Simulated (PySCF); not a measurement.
Electron correlation in C⁻ (carbon, charge -1)

[He] 2s2 2p3, high-spin 4S determinant. All numbers are calculated (PySCF 2.14, the spin-free X2C one-electron Hamiltonian (Gaussian nucleus), in dyall-av3z). Frozen: 1s2; 5 electrons correlated; the 14 highest virtual orbitals of each spin left out.

| level | correlation energy (mhartree) |
| --- | --- |
| CCSD | -115.01 |
| (T) | -4.93 |
| CCSD(T) | -119.94 |

Diagnostics: T1 = 0.023, D1 = 0.0404, largest double amplitude 0.035.

Cost of the coupled-cluster step: about 8 core-seconds, for 5 correlated electrons.
